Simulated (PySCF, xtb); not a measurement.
SbI2, SMILES [I][Sb+][I] (connectivity only; charge and spin as stated), charge +1, multiplicity 1.

Harmonic wavenumbers (cm⁻¹) from GFN2-xTB run with xtb at its own minimum, in rising order: 65, 231, 240.

Problem. What does PBE0-D3(BJ)/def2-SVP run with PySCF give at its own minimum? (An estimate is asked for; the answer gives what the named calculation found.)

Solution. 72, 230, 238. Paired by order, the mean absolute difference is 3 cm⁻¹ and the zero-point energies are 0.8 and 0.8 kcal/mol.
